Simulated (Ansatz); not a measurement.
This geometry of C$_{3}$H$_{9}$BN$_{2}$ (15 atoms, charge 0, multiplicity 1) is a first-order saddle point.

Level of theory: Ansatz 0.2.0, RKS PBE0-D4/def2-SVP.

```xyz
15
Properties=species:S:1:pos:R:3
B 0.036 -1.052 -0.611
C 0.301 -0.285 0.916
N 1.678 -0.055 1.100
C -0.467 0.574 0.036
C 0.058 0.563 -1.286
N -1.756 0.862 0.309
H 1.068 -1.614 -0.914
H -1.010 -1.657 -0.732
H -0.273 -0.628 1.797
H 2.012 0.793 1.529
H 2.352 -0.693 0.710
H -0.582 0.906 -2.104
H 1.119 0.797 -1.388
H -2.393 1.001 -0.466
H -2.165 0.436 1.132
```

(1) Which two structures does it join? (They come from a converged band through this point; their orientation in space is the band's.)

(2) How far does it lie above each of them?

Answers

(1) No bond is made or broken. The height of N3 over the plane of its neighbours goes from 0.36 to -0.33 Å.

Initial state:

```xyz
15
Properties=species:S:1:pos:R:3
B 0.039 -1.039 -0.638
C 0.348 -0.232 0.858
N 1.747 0.056 0.939
C -0.461 0.595 -0.007
C 0.016 0.559 -1.347
N -1.746 0.872 0.305
H 1.072 -1.584 -0.965
H -1.001 -1.663 -0.701
H -0.171 -0.563 1.776
H 1.968 0.629 1.749
H 2.290 -0.801 0.996
H -0.659 0.876 -2.147
H 1.070 0.802 -1.484
H -2.408 0.984 -0.453
H -2.124 0.459 1.148
```

Final state:

```xyz
15
Properties=species:S:1:pos:R:3
B 0.038 -1.060 -0.595
C 0.280 -0.316 0.958
N 1.670 -0.111 1.234
C -0.449 0.557 0.074
C 0.101 0.555 -1.244
N -1.741 0.866 0.315
H 1.075 -1.634 -0.858
H -1.010 -1.649 -0.760
H -0.307 -0.666 1.823
H 1.946 0.865 1.221
H 2.274 -0.642 0.616
H -0.526 0.919 -2.063
H 1.161 0.796 -1.341
H -2.353 1.027 -0.475
H -2.180 0.444 1.125
```

(2) 0.143 eV above the first and 0.061 eV above the second. This is the barrier of this one path; another mechanism may lie lower.

The run took 13 min on 2 threads of INTEL(R) XEON(R) PLATINUM 8581C CPU @ 2.30GHz (Emerald Rapids), with other jobs on the host, peak memory 0.37 GiB.
